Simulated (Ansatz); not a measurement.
`C[SiH2][SiH](O)O` → `CO[SiH2]O[SiH3]`  (isomerisation)

Calculated with Ansatz (gas phase, PBE0-D4/def2-TZVP geometries, no zero-point term in ΔE). CCSD(T)/CBS is the MP2 limit (def2-TZVPP, def2-QZVPP) plus CCSD(T) − MP2 in def2-TZVPP, frozen cores. One conformer a species, not always the lowest.

```tsv
species	MP2/def2-TZVPP energy (Eh)
`C[SiH2][SiH](O)O`	-771.24286
`CO[SiH2]O[SiH3]`	-771.25305
```

(1) Work out ΔE.

Largest T1 diagnostic among the species: 0.012.

Answers

(1) ΔE = (-771.25305) − (-771.24286) = -0.01019 Eh = -26.8 kJ/mol. CCSD(T)/CBS gives -22.4 kJ/mol.

From PBE to PBE0 (25 % exact exchange), in def2-TZVPP and without D4, ΔE moves by −8.4 kJ/mol. In def2-TZVPP, CCSD(T) changes the Hartree–Fock value by +40.2 kJ/mol (the triples alone add +4.7 kJ/mol) and MP2 by +40.0 kJ/mol.
